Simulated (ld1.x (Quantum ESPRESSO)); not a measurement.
**Reading a pseudo-wave (indium (In))**

Columns: radius, all-electron u(r) and pseudo u(r) of the 5p shell (level -2.52 eV) of indium in the configuration [Kr] 4d10 5s2 5p1; PBEsol, scalar-relativistic, ultrasoft scheme, ld1.x (Quantum ESPRESSO) 7.5.

```csv
r (bohr),all-electron,pseudo
0.140,-0.0165,-0.0043
0.280,-0.1315,-0.0172
0.420,0.0173,-0.0380
0.560,0.1673,-0.0658
0.700,0.2221,-0.0997
0.840,0.1924,-0.1381
0.980,0.1135,-0.1798
1.120,0.0143,-0.2233
1.260,-0.0872,-0.2674
1.400,-0.1818,-0.3107
1.540,-0.2652,-0.3523
1.680,-0.3362,-0.3913
1.820,-0.3950,-0.4271
1.960,-0.4425,-0.4592
2.100,-0.4799,-0.4872
2.240,-0.5085,-0.5108
2.380,-0.5293,-0.5296
2.520,-0.5434,-0.5434
2.660,-0.5518,-0.5518
2.800,-0.5554,-0.5554
2.940,-0.5548,-0.5548
3.080,-0.5508,-0.5508
3.220,-0.5440,-0.5440
3.360,-0.5347,-0.5347
3.500,-0.5234,-0.5234
3.640,-0.5107,-0.5107
```

How many radial nodes do the two functions have?

The all-electron 5p function has n − l − 1 = 3 (the table is too coarse to show those close to the nucleus); the pseudo-wave has 0, since the states of the same l below it are removed with the core.

At about which radius was the pseudo-wave matched?

2.55 bohr. The columns agree to 0.0005 from 2.38 bohr on; several derivatives are matched, so the curves merge somewhat inside the radius.

Is the pseudo-wave norm-conserving?

No, it belongs to an ultrasoft set: the norm inside the radius is not constrained, and the difference is carried by the augmentation charge.
